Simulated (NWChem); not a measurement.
Everything below was run with NWChem. System: H$_{3}$NOSn, charge 0, spin multiplicity 1, at a geometry optimised with PBE0/def2-SVP with def2 effective core potentials on Sn. The structure started from a generated list of species. Level: PBE/x2c-SVPall-2c, scalar ZORA.

Input file:

```
start mol
memory heap 200 mb stack 900 mb global 1100 mb
geometry units angstroms nocenter noautoz noautosym
  Sn    -0.022243    -0.382617     0.000000
  O     -1.505209     0.965242     0.000000
  H     -1.226339     1.888457     0.000000
  N      1.499612     0.974313     0.000000
  H      1.401510     1.986024     0.000000
  H      2.481365     0.714263     0.000000
end
basis spherical
  * library x2c-svpall-2c
end
relativistic
  zora on
end
dft
  xc xpbe96 cpbe96
  semidirect memsize 60000000 filesize 0
  iterations 100
  grid fine
end
task dft energy
```

NWChem printed:

```
             Northwest Computational Chemistry Package (NWChem) 7.3.0
             --------------------------------------------------------

                                NWChem Input Module
                                -------------------

 Scaling coordinates for geometry "geometry" by  1.889725989
 (inverse scale =  0.529177249)

                             Geometry "geometry" -> ""
                             -------------------------

 Output coordinates in angstroms (scale by  1.889725989 to convert to a.u.)

  No.       Tag          Charge          X              Y              Z
 ---- ---------------- ---------- -------------- -------------- --------------
    1 Sn                  50.0000    -0.02224300    -0.38261700     0.00000000
    2 O                    8.0000    -1.50520900     0.96524200     0.00000000
    3 H                    1.0000    -1.22633900     1.88845700     0.00000000
    4 N                    7.0000     1.49961200     0.97431300     0.00000000
    5 H                    1.0000     1.40151000     1.98602400     0.00000000
    6 H                    1.0000     2.48136500     0.71426300     0.00000000

 Effective nuclear repulsion energy (a.u.)     251.9300034618

            Nuclear Dipole moment (a.u.)
            ----------------------------
        X                 Y               Z
 ---------------- ---------------- ----------------
    -0.0000037795     0.0000396842     0.0000000000


 Summary of "ao basis" -> "" (spherical)
 ------------------------------------------------------------------------------
       Tag                 Description            Shells   Functions and Types
 ---------------- ------------------------------  ------  ---------------------
 *                       x2c-svpall-2c                on all atoms

  pbe96 is a nonlocal functional; adding pw91lda local functional.

                                 NWChem DFT Module
                                 -----------------

 Summary of "ao basis" -> "ao basis" (spherical)
 ------------------------------------------------------------------------------
       Tag                 Description            Shells   Functions and Types
 ---------------- ------------------------------  ------  ---------------------
 Sn                      x2c-svpall-2c              18       50   6s8p4d
 O                       x2c-svpall-2c               6       14   3s2p1d
 H                       x2c-svpall-2c               3        5   2s1p
 N                       x2c-svpall-2c               6       14   3s2p1d

 Summary of "ao basis" -> "ao basis" (spherical)
 ------------------------------------------------------------------------------
       Tag                 Description            Shells   Functions and Types
 ---------------- ------------------------------  ------  ---------------------
 Sn                      x2c-svpall-2c              18       50   6s8p4d
 O                       x2c-svpall-2c               6       14   3s2p1d
 H                       x2c-svpall-2c               3        5   2s1p
 N                       x2c-svpall-2c               6       14   3s2p1d

            General Information
            -------------------
          SCF calculation type: DFT
          Wavefunction type:  closed shell.
          No. of atoms     :     6
          No. of electrons :    68
           Alpha electrons :    34
            Beta electrons :    34
          Charge           :     0
          Spin multiplicity:     1
          Use of symmetry is: off; symmetry adaption is: off
[...]
 d= 0,ls=0.0,diis     4  -6374.5057240662 -4.83D+00  1.67D-02  2.91D+00    12.4
 d= 0,ls=0.0,diis     5  -6374.8045921316 -2.99D-01  7.03D-03  4.04D-01    13.1
  Resetting Diis
 d= 0,ls=0.0,diis     6  -6374.8272654830 -2.27D-02  4.34D-03  2.19D-01    13.8
 d= 0,ls=0.0,diis     7  -6374.8516659996 -2.44D-02  5.91D-03  4.28D-02    14.6
 d= 0,ls=0.0,diis     8  -6374.7987483341  5.29D-02  4.81D-03  4.62D-01    15.3
 d= 0,ls=0.0,diis     9  -6374.8561782574 -5.74D-02  4.83D-04  3.40D-03    16.1
 d= 0,ls=0.0,diis    10  -6374.8565529611 -3.75D-04  1.95D-04  4.68D-04    16.8
 d= 0,ls=0.0,diis    11  -6374.8566022591 -4.93D-05  5.81D-05  2.98D-05    17.6
 d= 0,ls=0.0,diis    12  -6374.8566057094 -3.45D-06  1.44D-05  1.49D-06    18.4
 d= 0,ls=0.0,diis    13  -6374.8566059910 -2.82D-07  1.53D-06  2.75D-08    19.1
(nogshift,skip_gshiftAOev,done_Fji)=( 1,F,F)

         Total DFT energy =    -6374.856605991040
      One electron energy =    -9242.501568989012
           Coulomb energy =     2798.475055438399
    Exchange-Corr. energy =     -182.760095902182
 Nuclear repulsion energy =      251.930003461755

       Scaling correction =       85.324669468419

 Numeric. integr. density =       67.999999236031

     Total iterative time =     12.2s

                       DFT Final Molecular Orbital Analysis
                       ------------------------------------

 Vector   32  Occ=2.000000D+00  E=-2.449326D-01
              MO Center= -8.7D-01,  7.9D-01,  1.6D-08, r^2= 2.2D+00
   Bfn.  Coefficient  Atom+Function         Bfn.  Coefficient  Atom+Function
  ----- ------------  ---------------      ----- ------------  ---------------
    56      0.518803  2 O  pz                59      0.386497  2 O  pz
    24      0.223315  1 Sn pz                75      0.201514  4 N  pz
    21      0.167343  1 Sn pz                78      0.155841  4 N  pz
    15     -0.145317  1 Sn pz                37     -0.066202  1 Sn d -1
    12      0.059117  1 Sn pz                42      0.052799  1 Sn d -1

 Vector   33  Occ=2.000000D+00  E=-2.230591D-01
              MO Center= -2.0D-01, -4.0D-01,  3.2D-08, r^2= 3.2D+00
   Bfn.  Coefficient  Atom+Function         Bfn.  Coefficient  Atom+Function
  ----- ------------  ---------------      ----- ------------  ---------------
     5      0.539571  1 Sn s                  4     -0.379366  1 Sn s
     6      0.287577  1 Sn s                 54     -0.278270  2 O  px
    20     -0.269187  1 Sn py                23     -0.269260  1 Sn py
    14      0.235563  1 Sn py                57     -0.219186  2 O  px
    72     -0.162338  4 N  s                 74      0.148401  4 N  py

 Vector   34  Occ=2.000000D+00  E=-2.065324D-01
              MO Center=  8.2D-01,  9.1D-01, -7.6D-09, r^2= 2.4D+00
   Bfn.  Coefficient  Atom+Function         Bfn.  Coefficient  Atom+Function
  ----- ------------  ---------------      ----- ------------  ---------------
    75      0.505919  4 N  pz                78      0.434817  4 N  pz
    56     -0.299465  2 O  pz                59     -0.236268  2 O  pz
    24      0.102615  1 Sn pz                21      0.082269  1 Sn pz
    39      0.082243  1 Sn d  1              15     -0.071147  1 Sn pz
    44     -0.059744  1 Sn d  1              34     -0.029084  1 Sn d  1

 Vector   35  Occ=0.000000D+00  E=-7.323342D-02
              MO Center=  4.8D-02, -2.5D-01,  2.4D-09, r^2= 3.5D+00
   Bfn.  Coefficient  Atom+Function         Bfn.  Coefficient  Atom+Function
  ----- ------------  ---------------      ----- ------------  ---------------
    24      0.666799  1 Sn pz                21      0.421145  1 Sn pz
    15     -0.330928  1 Sn pz                78     -0.259047  4 N  pz
    75     -0.250034  4 N  pz                56     -0.214305  2 O  pz
    59     -0.193683  2 O  pz                12      0.134103  1 Sn pz
    42     -0.058968  1 Sn d -1              37      0.052659  1 Sn d -1

 Vector   36  Occ=0.000000D+00  E=-1.231835D-02
              MO Center= -2.0D-04, -3.4D-01,  1.9D-08, r^2= 4.6D+00
   Bfn.  Coefficient  Atom+Function         Bfn.  Coefficient  Atom+Function
  ----- ------------  ---------------      ----- ------------  ---------------
    22      0.855135  1 Sn px                53      0.478846  2 O  s
    72     -0.466844  4 N  s                 19      0.296476  1 Sn px
    13     -0.257778  1 Sn px                66     -0.250861  3 H  s
    85      0.205333  5 H  s                 23     -0.154741  1 Sn py
    52      0.148409  2 O  s                 36      0.143760  1 Sn d -2

 Vector   37  Occ=0.000000D+00  E= 9.968417D-03
              MO Center=  5.5D-01,  9.2D-01,  1.7D-08, r^2= 5.5D+00
   Bfn.  Coefficient  Atom+Function         Bfn.  Coefficient  Atom+Function
  ----- ------------  ---------------      ----- ------------  ---------------
    72      1.045168  4 N  s                 23     -0.615826  1 Sn py
    85     -0.531980  5 H  s                 90     -0.525291  6 H  s
    53      0.384046  2 O  s                 66     -0.359446  3 H  s
     6     -0.271901  1 Sn s                 71      0.228339  4 N  s
    57      0.187895  2 O  px                54      0.183888  2 O  px

 center of mass
 --------------
 x =  -0.03783474 y =  -0.14279382 z =   0.00000000

 moments of inertia (a.u.)
 ------------------
         188.114115365455          -0.904929143122           0.000000000000
          -0.904929143122         276.500389405381           0.000000000000
           0.000000000000           0.000000000000         464.614504770836

     Multipole analysis of the density
     ---------------------------------

     L   x y z        total         alpha         beta         nuclear
     -   - - -        -----         -----         ----         -------
     0   0 0 0     -0.000000    -34.000000    -34.000000     68.000000

     1   1 0 0      0.878052      0.439028      0.439028     -0.000004
     1   0 1 0      0.367770      0.183865      0.183865      0.000040
     1   0 0 1     -0.000000     -0.000000     -0.000000      0.000000

     2   2 0 0    -28.661576    -92.032029    -92.032029    155.402483
     2   1 1 0      0.970624     -1.782191     -1.782191      4.535007
     2   1 0 1     -0.000000     -0.000000     -0.000000      0.000000
     2   0 2 0    -24.909163    -65.018968    -65.018968    105.128773
     2   0 1 1      0.000000      0.000000      0.000000      0.000000
     2   0 0 2    -27.808241    -13.904120    -13.904120      0.000000

 Task  times  cpu:       19.1s     wall:       19.1s

 Total times  cpu:       19.2s     wall:       19.2s
```
